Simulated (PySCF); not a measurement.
One of the candidates below gave these computed data.

All candidates are C7H12O2Si.

* NMR, other nuclei: isotropic shieldings of nuclei other than C and H, by class: -173 (1 O), 63 (1 O), 432 (1 Si) ppm [GIAO PBE0/pcSseg-1]
* Rotational structure: rotational constants A, B, C: 1.453, 0.596, 0.497 GHz [GFN2-xTB]
* 13C NMR: chemical shifts (computed TMS as zero) by class: 185.9 (1 C), 115.8 (1 C), 78.7 (1 C), 68.3 (1 C), 23.6 (2 C), 6.2 (1 C) ppm [GIAO PBE0/pcSseg-1]
* 1H NMR: chemical shifts (computed TMS as zero) by class: 5.29 (1 H), 4.48 (2 H), 2.12 (3 H), 1.32 (6 H) ppm [GIAO PBE0/pcSseg-1]
* Dipole: 2.83 D [PBE0/pcSseg-1]

The electronic properties come from PySCF, for the isolated species, density fitting. Levels stand in brackets. One conformer (not necessarily the lowest) at the GFN2-xTB geometry, without solvent, vibrations or thermal averaging. NMR values are class means; diastereotopic atoms form classes of their own.

Question: Which candidate is it?
A. `C[Si](C)(C)Oc1ccco1`
B. `C#C[C@@H](C[SiH2]O)CC(C)=O`
C. `CC#C[SiH2]C(=O)OC(C)C`
D. `C=C(C)C[C@H]1OCC(=O)[SiH2]1`

Answer: C. It is `CC#C[SiH2]C(=O)OC(C)C`. Numbering: `[CH3:1][C:2]#[C:3][SiH2:4][C:5](=[O:6])[O:7][CH:8]([CH3:9])[CH3:10]`. Its formula, C7H12O2Si, gives 3 degrees of unsaturation: 0 rings and 3 π bonds in the structure found. 7 carbons fall into 6 classes; from least to most shielded: carbonyl carbon [C5] (185.9 ppm), alkyne carbon [C2] (115.8 ppm), alkyne carbon [C3] (78.7 ppm), sp3 carbon bound to oxygen [C8] (68.3 ppm), methyl carbon [C9/C10] (23.6 ppm, 2 C), propargylic carbon [C1] (6.2 ppm). Hydrogen classes from least to most shielded: 1 H on an sp3 carbon bound to oxygen, C8 (5.29 ppm), 2 H on an SiH2 silicon, Si4 (4.48 ppm), 3 H on a propargylic carbon, C1 (2.12 ppm), 6 H on 2 methyl carbons, C9/C10 (1.32 ppm, a mean of values up to 1.0 ppm apart in this geometry). The other shieldings belong to: -173 ppm, carbonyl oxygen [O6]; 63 ppm, oxygen singly bound to a carbonyl carbon [O7]; 432 ppm, SiH2 silicon [Si4]. The optimised geometry has point group C1 and is an asymmetric top.

The others, at the same levels:
- `C=C(C)C[C@H]1OCC(=O)[SiH2]1` fails: it has 7 carbon classes against 6; its computed 13C shifts are 258.3 (1 C), 152.7 (1 C), 119.6 (1 C), 78.6 (1 C), 70.1 (1 C), 44.9 (1 C), 23.4 (1 C) ppm, 1H shifts are 5.24 (1 H), 5.19 (1 H), 4.80 (1 H), 4.15 (1 H), 3.81 (1 H), 3.80 (1 H), 3.59 (1 H), 2.72 (1 H), 2.06 (3 H), 1.95 (1 H) ppm and rotational constant A is 2.179 GHz (against 1.453 GHz).
- `C[Si](C)(C)Oc1ccco1` fails: it has 5 carbon classes against 6; its computed 13C shifts are 164.4 (1 C), 134.2 (1 C), 119.2 (1 C), 90.0 (1 C), 1.1 (3 C) ppm, 1H shifts are 6.84 (1 H), 6.56 (1 H), 5.52 (1 H), 0.29 (9 H) ppm and rotational constant A is 2.287 GHz (against 1.453 GHz).
- `C#C[C@@H](C[SiH2]O)CC(C)=O` fails: it has 7 carbon classes against 6; its computed 13C shifts are 221.5 (1 C), 95.6 (1 C), 78.9 (1 C), 48.2 (1 C), 37.1 (1 C), 28.6 (1 C), 24.7 (1 C) ppm, 1H shifts are 5.42 (1 H), 5.05 (1 H), 4.91 (1 H), 3.02 (1 H), 2.79 (1 H), 2.77 (3 H), 2.76 (1 H), 1.90 (1 H), 0.90 (1 H), 0.83 (1 H) ppm and rotational constant A is 1.542 GHz (against 1.453 GHz).

Each candidate is one conformer, not necessarily the lowest. The conformers computed, where there is a choice (atom-mapped SMILES and torsion angles):
- `[CH3:1][C:2]#[C:3][SiH2:4][C:5](=[O:6])[O:7][CH:8]([CH3:9])[CH3:10]`: C3–Si4–C5–O6 -107°, Si4–C5–O7–C8 -177°, C5–O7–C8–C9 -155°
- `[CH3:1][Si:2]([CH3:3])([CH3:4])[O:5][c:6]1[cH:7][cH:8][cH:9][o:10]1`: C1–Si2–O5–C6 61°, Si2–O5–C6–C7 180°

The conformers of `C=C(C)C[C@H]1OCC(=O)[SiH2]1` and `C#C[C@@H](C[SiH2]O)CC(C)=O` aren't listed.
